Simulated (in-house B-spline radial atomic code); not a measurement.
Configurations of Sn⁺, with energies counted from [Kr] 4d10 5s2 5p1. All numbers are computed (scalar-relativistic (X2C) TPSSh, spin-polarised, spherical fractional occupations, exact exchange averaged over the configuration; Fermi nucleus of rms radius 4.6519 fm) with a B-spline radial code for spherical atoms, not measured. Shells without spins written out take the highest spin.

Occupations are held fixed; configurations that lie above the ionisation limit could autoionise.

| configuration | E - E(ref) (eV) | highest orbital | its <r> (bohr) |
| --- | --- | --- | --- |
| [Kr] 4d10 5s2 5d1 | 7.7189 | 5d up | 5.011 |
| [Kr] 4d10 5s1 5p1 6d1 | 17.302 | 6d up | 9.578 |
| [Kr] 4d9 5s2 5p1 5d1 | 34.205 | 5d up | 4.398 |
| [Ar] 3d10 4s2 4p5 4d10 5s2 5p1 6s1 | 99.569 | 6s up | 5.321 |
| [Ar] 3d9 4s2 4p6 4d10 5s2 5p1 6s1 | 494.35 | 6s up | 5.305 |

(1) Order these further configurations by energy, lowest first.
A. [Kr] 4d9 5s2 5p1 6d1
B. [Ar] 3d10 4s2 4p5 4d10 5s2 5p1 5f1
C. [Kr] 4d10 5s2 6f1
D. [Kr] 4d10 5s1 5p2
E. [Kr] 4d10 5s2 6p1

(2) How far above the reference does [Kr] 4d10 5s2 6s1 lie?

Answers

(1) D (5.7388 eV), E (8.1244 eV), C (12.32 eV), A (37.353 eV), B (105.01 eV).

(2) 6.433 eV; its least bound orbital is 6s up with <r> = 5.607 bohr.
